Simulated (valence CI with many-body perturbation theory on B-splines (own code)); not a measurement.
Xe5+: calculated level list

Method: relativistic CI+MBPT: three valence electrons over a frozen Dirac-Fock core [Kr] 4d10, a basis of 9 s, 9 p, 8 d, 6 f, 3 g, 1 h functions for each j, with the one-electron correlation potential Σ1, the two-electron term Σ2, the three-electron term Σ3, Breit, model QED; selected CI, second order for the rest, scaled by the run's own slope (own B-spline code, finite nucleus).

Against 16 measured levels this calculation errs by 361 cm⁻¹ on average and by 763 at most. These come from a selection out of Saloman, J. Phys. Chem. Ref. Data 33, 765 (2004). Levels without a partner in it may be off by more, other configurations by several thousand cm⁻¹.

Levels 1 to 42 of 42, with energies above the lowest level, 5s²5p ²P°_1/2. "Leading %" is the weight of the configuration and term that name the level; weights of strongly mixed levels are sums over their largest components and can fall short, so below about 35 % the name and the second component can differ from the true leading terms, or belong to a minority configuration. In the jj column 3d3/2^4 stands for four electrons in 3d with j = 3/2. Lifetimes count E1, E2, E3, M1 and M2 decay at the calculated energies, and are blank where another channel may lead or the interval is too uncertain; long ones can be off by a factor of two.

| No. | Configuration | Term | J | E (cm⁻¹) | Leading % | Lifetime | Leading jj | g |
| --- | --- | --- | --- | --- | --- | --- | --- | --- |
| 1 | 5s²5p | ²P° | 1/2 | 0.0 | 98 |  | 5s^2 5p1/2 (98 %) | 0.666 |
| 2 | 5s²5p | ²P° | 3/2 | 15605 | 98 | 29.0 ms | 5s^2 5p3/2 (98 %) | 1.334 |
| 3 | 5s5p² | ⁴P | 1/2 | 92295 | 94 | 16.5 ns | 5s 5p1/2^2 (65 %) | 2.626 |
| 4 | 5s5p² | ⁴P | 3/2 | 100070 | 98 | 107 ns | 5s 5p1/2 5p3/2 (94 %) | 1.724 |
| 5 | 5s5p² | ⁴P | 5/2 | 106930 | 87 | 19.5 ns | 5s 5p1/2 5p3/2 (66 %) | 1.553 |
| 6 | 5s5p² | ²D | 3/2 | 124790 | 86 | 858 ps | 5s 5p1/2 5p3/2 (73 %) | 0.828 |
| 7 | 5s5p² | ²D | 5/2 | 129120 | 79 | 1.94 ns | 5s 5p3/2^2 (63 %) | 1.248 |
| 8 | 5s5p² | ²P | 1/2 | 142190 | 61 | 120 ps | 5s 5p1/2 5p3/2 (56 %) | 1.187 |
| 9 | 5s5p² | ²S | 1/2 | 158230 | 60 | 149 ps | 5s 5p3/2^2 (80 %) | 1.524 |
| 10 | 5s5p² | ²P | 3/2 | 159610 | 92 | 85.6 ps | 5s 5p3/2^2 (69 %) | 1.310 |
| 11 | 5s²5d | ²D | 3/2 | 180800 | 86 | 59.0 ps | 5s^2 5d3/2 (86 %) | 0.805 |
| 12 | 5s²5d | ²D | 5/2 | 182890 | 88 | 68.0 ps | 5s^2 5d5/2 (88 %) | 1.201 |
| 13 | 4f5s² | ²F° | 5/2 | 185430 | 96 | 16.1 ns | 4f5/2 5s^2 (96 %) | 0.856 |
| 14 | 4f5s² | ²F° | 7/2 | 185760 | 96 | 16.6 ns | 4f7/2 5s^2 (96 %) | 1.143 |
| 15 | 5s²6s | ²S | 1/2 | 224240 | 97 | 63.3 ps | 5s^2 6s (97 %) | 2.002 |
| 16 | 5p³ | ⁴S° | 3/2 | 232640 | 34 | 214 ps | 5p1/2^2 5p3/2 (78 %) | 1.326 |
| 17 | 5p³ | ⁴S° | 3/2 | 240190 | 56 | 156 ps | 5p1/2 5p3/2^2 (86 %) | 1.475 |
| 18 | 5p³ | ²D° | 5/2 | 240910 | 74 | 721 ps | 5p1/2 5p3/2^2 (74 %) | 1.199 |
| 19 | 5s5p5d | ⁴F° | 3/2 | 259330 | 92 | 1.54 ns | 5s 5p1/2 5d3/2 (86 %) | 0.438 |
| 20 | 5p³ | ²P° | 1/2 | 260580 | 76 | 283 ps | 5p1/2 5p3/2^2 (76 %) | 0.666 |
| 21 | 5s5p5d | ⁴F° | 5/2 | 262460 | 91 | 997 ps | 5s 5p1/2 5d3/2 (45 %) | 1.046 |
| 22 | 5s²6p | ²P° | 1/2 | 265360 | 88 | 250 ps | 5s^2 6p1/2 (88 %) | 0.666 |
| 23 | 5p³ | ²P° | 3/2 | 266830 | 47 | 335 ps | 5p3/2^3 (55 %) | 1.317 |
| 24 | 5s5p5d | ⁴F° | 7/2 | 267300 | 89 | 742 ps | 5s 5p1/2 5d5/2 (58 %) | 1.251 |
| 25 | 5s²6p | ²P° | 3/2 | 270690 | 80 | 212 ps | 5s^2 6p3/2 (80 %) | 1.331 |
| 26 | 4f5s5p | ⁴G | 5/2 | 272130 | 66 | 36.4 ns | 4f5/2 5s 5p1/2 (93 %) | 0.709 |
| 27 | 4f5s5p | ⁴F | 7/2 | 273500 | 46 | 121 ns | 4f7/2 5s 5p1/2 (62 %) | 1.130 |
| 28 | 5s5p5d | ⁴P° | 5/2 | 273790 | 55 | 76.7 ps | 5s 5p1/2 5d5/2 (85 %) | 1.469 |
| 29 | 5s5p5d | ⁴D° | 3/2 | 275030 | 62 | 59.6 ps | 5s 5p1/2 5d3/2 (46 %) | 1.341 |
| 30 | 5s5p5d | ⁴D° | 1/2 | 275380 | 86 | 51.1 ps | 5s 5p1/2 5d3/2 (72 %) | 0.241 |
| 31 | 5s5p5d | ⁴F° | 9/2 | 275640 | 98 |  | 5s 5p3/2 5d5/2 (98 %) | 1.334 |
| 32 | 4f5s5p | ⁴F | 3/2 | 276200 | 90 | 13.6 ns | 4f5/2 5s 5p1/2 (67 %) | 0.451 |
| 33 | 4f5s5p | ⁴F | 5/2 | 276450 | 50 | 12.0 ns | 4f7/2 5s 5p1/2 (50 %) | 0.998 |
| 34 | 4f5s5p | ⁴F | 9/2 | 276450 | 53 | 42.8 ns | 4f7/2 5s 5p1/2 (72 %) | 1.257 |
| 35 | 4f5s5p | ²F | 7/2 | 276900 | 50 | 9.10 ns | 4f5/2 5s 5p1/2 (43 %) | 1.167 |
| 36 | 4f5s5p | ²F | 5/2 | 281830 | 52 | 16.5 ns | 4f5/2 5s 5p1/2 (34 %) | 0.839 |
| 37 | 4f5s5p | ²F | 7/2 | 283690 | 32 | 19.9 ns | 4f5/2 5s 5p3/2 (44 %) | 1.098 |
| 38 | 5s5p5d | ⁴D° | 5/2 | 284590 | 35 | 73.2 ps | 5s 5p3/2 5d3/2 (40 %) | 1.171 |
| 39 | 5s5p5d | ⁴D° | 7/2 | 284880 | 89 | 57.2 ps | 5s 5p3/2 5d5/2 (61 %) | 1.409 |
| 40 | 5s5p5d | ²D° | 3/2 | 285770 | 31 | 67.8 ps | 5s 5p3/2 5d3/2 (71 %) | 1.182 |
| 41 | 5s5p5d | ⁴P° | 1/2 | 286410 | 90 | 75.6 ps | 5s 5p3/2 5d3/2 (94 %) | 2.440 |
| 42 | 5s5p5d | ²F° | 5/2 | 286540 | 35 | 81.8 ps | 5s 5p3/2 5d3/2 (36 %) | 1.240 |

Names give the largest LS component (configuration and term), which can be under half, so a name can repeat, a term be missing and a line seem to break the LS rules; names also repeat where a configuration has a term twice.

The ionisation energy to 5s² ¹S0 of the next ion comes out as 66.702 eV (NIST: 66.703 ± 0.007 eV (measured)). All 42 levels together are meant to be complete up to 286670 cm⁻¹.
